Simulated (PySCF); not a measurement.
A calculated (r2SCAN, PySCF 2.14, cc-pVTZ-DK, scalar relativity by spin-free X2C-1e) atom or ion has these occupied shells.

```
shell  electrons  orbital energy (eV)  rms radius, mean of both spins (bohr)
 1s α          1              -8869.8                                 0.0602
 1s β          1              -8869.7                                 0.0602
 2s β          1              -1071.7                                  0.255
 2s α          1              -1071.6                                  0.255
 2p β          3              -923.19                                  0.228
 2p α          3              -923.14                                  0.228
 3s β          1              -118.06                                  0.765
 3s α          1              -117.97                                  0.765
 3p β          3              -73.987                                  0.816
 3p α          3              -73.915                                  0.816
 4s α          1               -5.157                                   3.13
 3d α          5               -4.781                                   1.22
 3d β          5               -4.627                                   1.22
```

(1) Name the element and its charge.

## Answers

(1) Cu (copper, neutral), in [Ar] 3d10 4s1, 2S determinant.
